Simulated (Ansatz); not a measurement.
Reaction (substitution at a C–N bond): `CN(C)C=O` + `[NH2][SnH2][OH]` → `O=C[NH][SnH2][OH]` + `CNC`

Calculated with Ansatz (gas phase, PBE0-D4/def2-TZVP geometries, no zero-point term in ΔE). CCSD(T)/CBS adds triple-zeta CCSD(T) − MP2 to the extrapolated MP2 energy (def2 sets, frozen cores). DFT in def2-TZVPP. B3LYP here is the variant with VWN-RPA as its local correlation; programs differ in this. Elements past krypton have def2 core potentials. For Sn outer-core shells are correlated without core-valence functions, which leaves a few kJ/mol of doubt a bond. One conformer a species, not always the lowest.

```
             level  ΔE (kJ/mol)  difference from CCSD(T)/CBS
            PBE-D4         -5.6                          5.0
         r2SCAN-D4         -7.8                          2.8
           PBE0-D4         -7.2                          3.4
           ωB97M-V        -11.4                         -0.8
            B2PLYP         -7.0                          3.6
            r2SCAN         -7.7                          2.9
             B3LYP         -5.6                          5.0
     HF/def2-TZVPP        -13.9                         -3.3
    MP2/def2-TZVPP         -7.2                          3.4
SCS-MP2/def2-TZVPP         -8.8                          1.8
   CCSD/def2-TZVPP        -11.0                         -0.4
CCSD(T)/def2-TZVPP        -10.6                          0.0
     HF/def2-QZVPP        -13.6                         -3.0
    MP2/def2-QZVPP         -7.0                          3.6
      HF/CBS(def2)        -13.6                         -3.0
     MP2/CBS(def2)         -7.1                          3.5
       CCSD(T)/CBS        -10.6                            0
```

Largest T1 diagnostic among the species: 0.016.

In def2-TZVPP, CCSD(T) changes the Hartree–Fock value by +3.3 kJ/mol (the triples alone add +0.4 kJ/mol) and MP2 by +6.7 kJ/mol.
